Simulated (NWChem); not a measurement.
## Relativistic effects in silylarsine (H5AsSi)

```
Si
H 1 1.4920
H 1 1.4921 2 109.00
H 1 1.4921 2 109.00 3 118.62
As 1 2.3948 2 113.53 3 -120.69
H 5 1.5310 1 92.43 2 46.17
H 5 1.5310 6 92.24 1 92.53
```
Charge 0, spin multiplicity 1.

Program: NWChem. The geometry was optimised at B3LYP/def2-SVP, a minimum by its harmonic frequencies.

Functional B3LYP, all-electron basis x2c-SVPall-2c, contracted for the X2C Hamiltonian and used here with ZORA. The ion keeps the geometry and has multiplicity 2 in the scalar run; the spin-orbit run starts from the same electron counts.

The cost column gives rough processor time relative to scalar ZORA; each entry includes its own SCF.

B3LYP has NWChem's definition, with VWN1-RPA local correlation. The stability of the SCF solutions was not checked.

| Hamiltonian | ΔSCF ionisation energy (eV) | HOMO (eV) | LUMO (eV) | gap (eV) | relative cost |
|---|---|---|---|---|---|
| scalar ZORA | 9.78 | -7.32 | 0.18 | 7.50 | 1 |
| spin-orbit ZORA | 9.78 | -7.32 | 0.17 | 7.49 | under 3 |

From scalar ZORA to spin-orbit ZORA the ionisation energy hardly moves.
